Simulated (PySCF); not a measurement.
# What a mistake does to a calculation on CGeH4OSi

All numbers below are calculated, not measured. They come from PySCF 2.14.0, an open-source quantum chemistry program, on an isolated molecule that a program drew, which may never have been made. The molecule is CGeH4OSi (charge 0, singlet), drawn as the SMILES string `C=[SiH][O][GeH]`.

Each row is a Hartree-Fock (HF) and frozen-core CCSD(T) single point in the cc-pV(D+d)Z basis, meant for a local HF minimum. Run 1 is clean. Each other run has one planted mistake out of seven kinds, and not every kind appears here: one electron removed, one electron added, multiplicity raised by two, geometry at a saddle point, minimal basis STO-3G, one bond length entered in bohr, all coordinates scaled. The reference is restricted for singlets and unrestricted otherwise, and also for a bond in bohr. Adding or removing an electron swaps singlet and doublet. Electrons count all cores. HOMO and LUMO are orbital energies over both spins, the gradient is its largest component, and the lowest frequency (negative if imaginary) is given only where the gradient is small. Bond lengths are over the 7 bonds as drawn. T1 is the CCSD diagnostic: over 0.02 (restricted) or 0.045 (unrestricted) a single reference is doubtful. Germanium has the cc-pVDZ-PP basis, with a core potential (ECP10MDF) in place of its 10 inner electrons, and its 3s, 3p and 3d shells are frozen in CCSD(T).

Geometry of the clean run:
```xyz
8
CGeH4OSi, angstrom
C    -1.5228    1.3192   -1.5028
Si   -0.8744   -0.1900   -1.8711
O    -0.8911   -1.5180   -0.9397
Ge   -1.7141   -2.4072    0.3975
H    -1.4314    2.1260   -2.2223
H    -2.0397    1.5607   -0.5817
H    -0.1814   -0.4756   -3.1319
H    -3.0317   -1.5073    0.4168
```

| run | electrons | basis functions | <S^2> | HOMO (eV) | LUMO (eV) | gradient (hartree/bohr) | lowest frequency (cm^-1) | mean bond (Å) | longest bond (Å) | T1 | HF (hartree) | CCSD(T) (hartree) | mistake |
|---|---|---|---|---|---|---|---|---|---|---|---|---|---|
| 1 | 64 | 94 | 0.000 | -8.08 | 0.40 | 1.7e-05 | 52 | 1.4772 | 1.804 | 0.0182 | -697.36039 | -697.91071 | no fault |
| 2 | 64 | 94 | 2.023 | -4.86 | -1.56 | 1.5e-01 | - | 1.4772 | 1.804 | 0.0618 | -697.27153 | -697.79573 | multiplicity raised by two |
| 3 | 65 | 94 | 0.765 | -0.98 | 7.38 | 6.1e-02 | - | 1.4772 | 1.804 | 0.0180 | -697.37041 | -697.92550 | one electron added |
| 4 | 64 | 94 | 0.000 | -8.17 | 0.45 | 1.1e-02 | - | 1.4551 | 1.777 | 0.0175 | -697.35833 | -697.90506 | all coordinates scaled |
| 5 | 64 | 94 | 0.926 | -7.56 | 0.45 | 2.1e-02 | - | 1.6150 | 2.047 | 0.0622 | -697.22776 | -697.77173 | one bond length entered in bohr |
| 6 | 63 | 94 | 0.763 | -13.64 | -5.66 | 1.1e-01 | - | 1.4772 | 1.804 | 0.0199 | -697.11771 | -697.62208 | ? |

**Which mistake was planted in run 6, and what did it cost?**

It counts 63 electrons, one fewer than the clean run, at the same geometry and basis. So the mistake is: one electron removed. Subtracting run 1 and multiplying by 627.51 kcal/mol a hartree, the energy moved by 152.3 kcal/mol in HF and 181.1 kcal/mol in CCSD(T).

Cautions from the logs. Run 2: T1 is over the limit, so its CCSD(T) energy is less reliable; run 5: T1 is over the limit, so its CCSD(T) energy is less reliable.
